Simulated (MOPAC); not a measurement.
A run for MOPAC: PM3 on CH7BSi (SMILES CB[SiH3]), a point of a torsion scan.

```
PM3 1SCF PRECISE CHARGE=0 THREADS=1
CH7BSi

C     -1.51127162 1     0.12151324 1     0.32467709 1
B     -0.31076672 1    -0.23547866 1    -0.62200900 1
Si     1.55148658 1    -0.03126186 1    -0.03749819 1
H     -2.36107500 1    -0.55277992 1     0.22177479 1
H     -1.88188840 1     1.10419332 1     0.02014162 1
H     -1.26251808 1     0.19802267 1     1.38137829 1
H     -0.58353703 1    -0.61424946 1    -1.70156304 1
H      1.99351025 1    -1.15751092 1     0.80372527 1
H      2.55085340 1     0.05515882 1    -1.11394986 1
H      1.78774501 1     1.16648297 1     0.78665028 1
```

Program output:

```
*******************************************************************************
 **                                                                           **
 **                              MOPAC v23.2.5                                **
 **                                                                           **
 *******************************************************************************
 ** MOPAC's Digital Object Identifier: https://doi.org/10.5281/zenodo.6511958 **
 **                                                                           **
 ** Please cite the open-source release paper for use of this MOPAC version:  **
 ** J. E. Moussa and J. J. P. Stewart (2026)                                  **
 ** MOPAC: An open-source semiempirical molecular orbital program             **
 ** J. Open Source Softw., 11(119), 8025, https://doi.org/10.21105/joss.08025 **
 *******************************************************************************

                              PM3 CALCULATION RESULTS

 *******************************************************************************
 *  PM3        - The PM3 Hamiltonian to be used
 *
 *
 *
 *                 CHARGE ON SYSTEM = 0
 *
 *
 *
 *  PRECISE    - TIGHTER CRITERIA TO BE USED
 *  1SCF       - DO 1 SCF AND THEN STOP
 *  THREADS=1  - MULTI-THREADING NOT USED
 *  T=         - A TIME OF 172800.0 SECONDS REQUESTED
 *  DUMP=N     - RESTART FILE WRITTEN EVERY 7200.0 SECONDS REQUESTED
 *******************************************************************************
PM3 1SCF PRECISE CHARGE=0 THREADS=1
 CH7BSi

   ATOM   CHEMICAL          X               Y               Z
  NUMBER   SYMBOL      (ANGSTROMS)     (ANGSTROMS)     (ANGSTROMS)

     1       C         -1.51127162  *   0.12151324  *   0.32467709  *
     2       B         -0.31076672  *  -0.23547866  *  -0.62200900  *
     3      Si          1.55148658  *  -0.03126186  *  -0.03749819  *
     4       H         -2.36107500  *  -0.55277992  *   0.22177479  *
     5       H         -1.88188840  *   1.10419332  *   0.02014162  *
     6       H         -1.26251808  *   0.19802267  *   1.38137829  *
     7       H         -0.58353703  *  -0.61424946  *  -1.70156304  *
     8       H          1.99351025  *  -1.15751092  *   0.80372527  *
     9       H          2.55085340  *   0.05515882  *  -1.11394986  *
    10       H          1.78774501  *   1.16648297  *   0.78665028  *



          CARTESIAN COORDINATES

    NO.       ATOM           X           Y           Z

     1         C         -1.5113      0.1215      0.3247
     2         B         -0.3108     -0.2355     -0.6220
     3        Si          1.5515     -0.0313     -0.0375
     4         H         -2.3611     -0.5528      0.2218
     5         H         -1.8819      1.1042      0.0201
     6         H         -1.2625      0.1980      1.3814
     7         H         -0.5835     -0.6142     -1.7016
     8         H          1.9935     -1.1575      0.8037
     9         H          2.5509      0.0552     -1.1139
    10         H          1.7877      1.1665      0.7867

  H: (PM3): J. J. P. STEWART, J. COMP. CHEM. 10, 209 (1989).
  B: (PM3): J. J. P. STEWART, J. MOL. MOD., 10, 155-164 (2004)
  C: (PM3): J. J. P. STEWART, J. COMP. CHEM. 10, 209 (1989).
 Si: (PM3): J. J. P. STEWART, J. COMP. CHEM. 10, 209 (1989).

           Empirical Formula: C H7 B Si  =    10 atoms



      MOLECULAR POINT GROUP   :   C1


      RHF CALCULATION, NO. OF DOUBLY OCCUPIED LEVELS = 9


 -------------------------------------------------------------------------------
 PM3 1SCF PRECISE CHARGE=0 THREADS=1
 CH7BSi



     1SCF WAS SPECIFIED, SO BFGS WAS NOT USED
     SCF FIELD WAS ACHIEVED


                              PM3 CALCULATION
                                                       MOPAC v23.2.5 Linux




          FINAL HEAT OF FORMATION =         20.76272 KCAL/MOL =      86.87122 KJ/MOL


          COSMO AREA              =        116.40 SQUARE ANGSTROMS
          COSMO VOLUME            =        104.81 CUBIC ANGSTROMS

          IONIZATION POTENTIAL    =         10.481784 EV
          HOMO LUMO ENERGIES (EV) =        -10.482  0.475
          NO. OF FILLED LEVELS    =          9
          MOLECULAR WEIGHT        =         57.9618         POINT GROUP:  C1

          MOLECULAR DIMENSIONS (Angstroms)

            Atom       Atom       Distance
            H     9    H     4     5.12648
            H    10    H     7     3.40857
            H     5    H     8     3.18248


          SCF CALCULATIONS        =          1





   ATOM   CHEMICAL          X               Y               Z
  NUMBER   SYMBOL      (ANGSTROMS)     (ANGSTROMS)     (ANGSTROMS)

     1       C         -1.51127162  *   0.12151324  *   0.32467709  *
     2       B         -0.31076672  *  -0.23547866  *  -0.62200900  *
     3      Si          1.55148658  *  -0.03126186  *  -0.03749819  *
     4       H         -2.36107500  *  -0.55277992  *   0.22177479  *
     5       H         -1.88188840  *   1.10419332  *   0.02014162  *
     6       H         -1.26251808  *   0.19802267  *   1.38137829  *
     7       H         -0.58353703  *  -0.61424946  *  -1.70156304  *
     8       H          1.99351025  *  -1.15751092  *   0.80372527  *
     9       H          2.55085340  *   0.05515882  *  -1.11394986  *
    10       H          1.78774501  *   1.16648297  *   0.78665028  *

                             CARTESIAN COORDINATES

   1    C       -1.511271620     0.121513240     0.324677090
   2    B       -0.310766720    -0.235478660    -0.622009000
   3   Si        1.551486580    -0.031261860    -0.037498190
   4    H       -2.361075000    -0.552779920     0.221774790
   5    H       -1.881888400     1.104193320     0.020141620
   6    H       -1.262518080     0.198022670     1.381378290
   7    H       -0.583537030    -0.614249460    -1.701563040
   8    H        1.993510250    -1.157510920     0.803725270
   9    H        2.550853400     0.055158820    -1.113949860
  10    H        1.787745010     1.166482970     0.786650280


           Empirical Formula: C H7 B Si  =    10 atoms



      MOLECULAR POINT GROUP   :   C1


                  EIGENVALUES
 -30.96464 -19.47205 -16.41819 -14.41194 -13.90207 -12.71826 -11.75052 -11.07326
 -10.48178   0.47479   0.61776   1.98033   2.08368   2.34665   4.29312   4.42959
   4.47981   4.73095   5.20053


              NET ATOMIC CHARGES AND DIPOLE CONTRIBUTIONS

  ATOM NO.   TYPE          CHARGE      No. of ELECS.   s-Pop       p-Pop
    1          C          -0.198782        4.1988     1.11744     3.08134
    2          B          -0.133581        3.1336     1.11419     2.01939
    3         Si           0.410099        3.5899     0.91079     2.67911
    4          H           0.064198        0.9358     0.93580
    5          H           0.079877        0.9201     0.92012
    6          H           0.055135        0.9449     0.94486
    7          H          -0.004321        1.0043     1.00432
    8          H          -0.078041        1.0780     1.07804
    9          H          -0.099151        1.0992     1.09915
   10          H          -0.095433        1.0954     1.09543
 DIPOLE           X         Y         Z       TOTAL
 POINT-CHG.     0.145     0.165     0.361     0.422
 HYBRID        -0.523     0.111     0.176     0.563
 SUM           -0.378     0.276     0.537     0.712


          ATOMIC ORBITAL ELECTRON POPULATIONS

     Atom    s        px        py        pz
    1  C   1.11744   1.04234   1.01012   1.02888
    2  B   1.11419   0.96025   0.22033   0.83881
    3 Si   0.91079   0.87894   0.90509   0.89509
    4  H   0.93580
    5  H   0.92012
    6  H   0.94486
    7  H   1.00432
    8  H   1.07804
    9  H   1.09915
   10  H   1.09543

 **********************
 *                    *
 * JOB ENDED NORMALLY *
 *                    *
 **********************




 == MOPAC DONE ==
```

The run finished.

Cost: very roughly 0.010 core-seconds.
